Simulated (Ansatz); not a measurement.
`CCOC#N` and `CCO[SiH3]` differ in one atom or group.

Ansatz, PBE0-D4/def2-TZVP geometries, multiplicity 1. Each molecule was computed in one conformer, which needn't be the lowest.

```tsv
property	`CCOC#N`
zero-point energy (PBE0-D4/def2-TZVP) / kJ/mol	208.3
HOMO energy (PBE0/def2-TZVPP) / eV	-8.42
ideal-gas entropy at 298 K and 1 bar (rigid rotor, harmonic PBE0-D4/def2-TZVP) / J/(mol·K)	311
LUMO energy (B3LYP/def2-TZVPP) / eV	0.36
LUMO energy (ωB97M-V/def2-TZVPP) / eV	2.25
HOMO energy (ωB97M-V/def2-TZVPP) / eV	-10.74
```

Problem. Give the same properties after the change, and the shifts. (Best estimate.)

Solution. The calculation gave: 
```csv
property,`CCO[SiH3]`,shift
zero-point energy (PBE0-D4/def2-TZVP) / kJ/mol,250.9,42.6
HOMO energy (PBE0/def2-TZVPP) / eV,-8.10,0.32
"ideal-gas entropy at 298 K and 1 bar (rigid rotor, harmonic PBE0-D4/def2-TZVP) / J/(mol·K)",330,19
LUMO energy (B3LYP/def2-TZVPP) / eV,0.13,-0.23
LUMO energy (ωB97M-V/def2-TZVPP) / eV,2.00,-0.25
HOMO energy (ωB97M-V/def2-TZVPP) / eV,-10.47,0.27
```

With PBE0 the HOMO rises by 0.32 eV and the LUMO falls by 0.35 eV, so the gap narrows by about 0.67 eV. PBE moves the HOMO by 0.38 eV and ωB97M-V by 0.27 eV. The zero-point energy changes by 42.6 kJ/mol with +6 modes. Modes under 60 cm⁻¹, often nearly free rotors, make the harmonic entropy too high.

B3LYP here is the variant with VWN-RPA as its local correlation; programs differ in this.
